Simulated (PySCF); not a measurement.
## CaC⁻: one state, many levels of theory

State: ⁴Σ⁻ (quartet), unpaired electrons σ ↑, π ↑↑. Set-up: basis Ca def2-SVPD, C def2-SVPD; no relativity; PySCF 2.14. De refers to Ca + C⁻ in their high-spin ground configurations, without counterpoise correction. The functionals are run spin-unrestricted. A positive dipole points towards C; it is taken about the centre of mass and depends on that origin.

```
      Level  Re (Å)  ωe (cm⁻¹)  De (eV)  μ (D)
        UHF   2.449        399      n/a   2.63
    UHF-MP2   2.438        394      n/a    n/a
UHF-SCS-MP2   2.447        392      n/a    n/a
   UHF-CCSD   2.437        396      n/a    n/a
UHF-CCSD(T)   2.436        396      n/a    n/a
        PBE   2.357        417      n/a   1.36
       BLYP   2.375        410      n/a   0.77
     r²SCAN   2.365        425      n/a   2.23
      TPSSh   2.372        419      n/a   2.38
       PBE0   2.371        416      n/a   2.02
     M06-2X   2.394        415      n/a   1.12
```

The bond length runs from 2.357 Å (PBE) to 2.449 Å (UHF).

Correlated steps freeze 6 core orbitals. The highest Kohn–Sham level is positive in this anion. Much of that is self-interaction error, but it also means that the finite basis helps to hold the extra electron. The state is the lowest determinant that a PBE0 search found; another state may lie lower at other levels.
